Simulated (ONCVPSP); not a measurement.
# Transferability test, ONCV potential for rhodium (Rh)

rhodium (Rh), optimised norm-conserving Vanderbilt (ONCV), made with ONCVPSP 4.0.1 (PBE, scalar-relativistic). Core [Ar] 3d10, reference 4s2 4p6 4d8 5s1. Waves: 4s+5s: rc 1.70 bohr, ncon 5, nbas 8, qcut 7.1 1/bohr, 3 projectors, debl 0.3 Ha; 4p: rc 1.55 bohr, ncon 5, nbas 9, qcut 8.2 1/bohr, 2 projectors, debl 1 Ha; 4d: rc 2.15 bohr, ncon 4, nbas 8, qcut 7.3 1/bohr, 2 projectors, debl 3.1 Ha. Local part: polynomial inside 1.40 bohr (lpopt 5, dvloc0 2 Ha). Core correction: Teter function, fcfact 5, rcfact 1.6.

In the p channel the program set the typed energies aside and used -1.853, 0.250 Ha.

Energies are relative to the spin-unpolarised reference configuration 4s2 4p6 4d8 5s1; without spin polarisation the order of configurations can differ from experiment.

```json
{"valence configuration": "4s2 4p6 4d8 5s0", "charge": "+1", "ΔE all-electron (eV)": "7.461", "error AE − PS (meV)": "-1.1"}
{"valence configuration": "4s2 4p6 4d7 5s0", "charge": "+2", "ΔE all-electron (eV)": "26.971", "error AE − PS (meV)": "-1.6"}
{"valence configuration": "4s2 4p6 4d6 5s0", "charge": "+3", "ΔE all-electron (eV)": "59.476", "error AE − PS (meV)": "+33"}
{"valence configuration": "4s2 4p6 4d8.5 5s0.5", "charge": "0", "ΔE all-electron (eV)": "-0.631", "error AE − PS (meV)": "+0.4"}
```

Levels in the configuration 4s2 4p6 4d6 5s0:

```
level  all-electron (eV)  pseudo (eV)
   4s           -118.538     -118.472
   4p            -86.074      -86.024
   4d            -39.511      -39.439
```

Note: ghosts flagged at negative energy: s at -5523.2 eV; GHOST(+) flags only above 600 eV. A true bound ghost makes a file unfit for plane-wave use.
